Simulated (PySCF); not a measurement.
## GdI at B2PLYP

Level: B2PLYP. basis Gd x2c-SVPall, I x2c-SVPall; spin-free X2C with a Gaussian nucleus; PySCF 2.14.

| Item | Value |
| --- | --- |
| state | octet, about 7.0 electrons in the 4f shell (Mulliken) |
| bond length | 2.797 Å |
| harmonic wavenumber | 188 cm⁻¹ |
| force constant | 1.46 mdyn/Å |
| rotational constant Be | 0.03062 cm⁻¹ |
| anharmonicity ωexe | 0.310 cm⁻¹ |
| vibration–rotation constant αe | 7e-05 cm⁻¹ |
| well depth De to Gd (4f7 5d1 6s2) + I | 3.69 eV |
| dissociation energy D0 | 3.68 eV |
| bond order (Mayer) | 1.31 |
| dipole moment (positive dipole means Gd(−)I(+)) | -3.05 D |

Correlated steps freeze 36 core orbitals. These are scalar-relativistic numbers at best; spin–orbit coupling would shift them, the dissociation energy most. B2PLYP dipoles, levels and charges come from its SCF part alone. With d or f electrons several states lie close, and the lowest PBE0 determinant need not be the measured ground state.
